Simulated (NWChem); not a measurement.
diphosphane (P₂H₄); SMILES PP

Program: NWChem. Level Hartree-Fock/def2-SVP: optimisations from one semi-empirical or force-field start; each run changes one setting, and all end within 0.3 mHa of each other.

```tsv
setting	optimisation steps
redundant internal coordinates, default thresholds	4
trust radius 0.05	4
symmetry off	4
no line search	5
tight thresholds	6
```
